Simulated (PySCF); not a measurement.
Compound: C4H6OSi.
Cartesian coordinates in Å at the PBE0-D3(BJ)/def2-SVP level; atoms count from 1:
```
atom  x, y, z in Å
O1     3.5637   -0.2119    1.4426
C2     2.9826    0.2536    0.4936
C3     1.6477   -0.1142    0.0881
C4     0.5294   -0.4109   -0.2914
C5    -0.8188   -0.7241   -0.6932
Si6   -2.0817    0.4161    0.1719
H7     3.4581    1.0293   -0.1564
H8    -1.0718   -1.7676   -0.4393
H9    -0.9432   -0.6068   -1.7833
H10   -3.4483    0.0314   -0.2908
H11   -1.9762    0.2442    1.6483
H12   -1.8020    1.8328   -0.1989
```

Computed with PySCF at CAM-B3LYP/def2-SVPD, non-relativistic, on one gas-phase PBE0-D3(BJ)/def2-SVP geometry that isn't relaxed in the solvent. The solvent is an IEF-PCM continuum (van der Waals radii × 1.2). Only the electrostatic response of the medium enters.

Gas phase at CAM-B3LYP/def2-SVPD: HOMO -9.33 eV, LUMO -0.74 eV, dipole 4.19 D.

Task: What does the continuum do to the energy, the frontier levels and the dipole at CAM-B3LYP/def2-SVPD in chloroform and dimethylsulfoxide?

Result: 
```tsv
solvent	ε	E(solvent) − E(gas) (kcal/mol)	polarisation term (kcal/mol)	distortion of the solute (kcal/mol)	HOMO (eV)	LUMO (eV)	dipole (D)
chloroform	4.711	-4.47	-5.24	0.77	-9.26	-0.77	5.17
dimethylsulfoxide	46.83	-6.26	-7.81	1.55	-9.25	-0.80	5.57
```

Polarisation term: ½ Σ q·V over the induced surface charges. Distortion: the rise of the solute's own energy as its density leaves the gas-phase optimum. From chloroform to dimethylsulfoxide the lowering changes by a factor 1.40, Onsager's factor (ε − 1)/(2ε + 1) by 1.36 and ε itself by 9.9.

Task: Which radius a makes the point-dipole formula ΔE = −[(ε − 1)/(2ε + 1)]·μ²/a³ give the value in dimethylsulfoxide, with the gas-phase dipole?

Result: μ = 1.649 au and |ΔE| = 0.00998 Eh give a = 2.69 Å; the farthest nucleus lies 3.85 Å from the centroid of the nuclei, so such a sphere wouldn't even hold the nuclei. The formula assumes a rigid point dipole at the centre of a sphere.

Task: Give the dipole vector in the frame of the coordinates (D, pointing from negative to positive charge), gas and dimethylsulfoxide.

Result: Gas (-3.23, 0.43, -2.63), solvent (-4.22, 0.50, -3.60). Its length changes by +33 % and its direction by 2°.

Task: How does the static polarisability (CAM-B3LYP/def2-SVPD, frozen core, with the continuum's full static response) change?

Result: 
| medium | isotropic (au) | principal values (au) | ⟨r²⟩ of the electrons (bohr²) |
| --- | --- | --- | --- |
| gas | 82.4 | 62.5, 64.5, 120.2 | 1192.2 |
| chloroform | 101.2 | 76.0, 79.6, 148.1 | 1192.9 |
| dimethylsulfoxide | 110.1 | 82.9, 88.0, 159.5 | 1193.1 |

The isotropic value in dimethylsulfoxide is 1.34 times the gas-phase one; no cavity-field correction is applied. ⟨r²⟩ is taken about the centre of nuclear charge.

On one thread of an Arm Neoverse N1, shared host with 64 logical CPUs at a one-minute load of 42, this took 31 s of wall time and 0.83 GiB of memory at its peak. This is the whole response run at CAM-B3LYP/def2-SVPD in dimethylsulfoxide, SCF included.
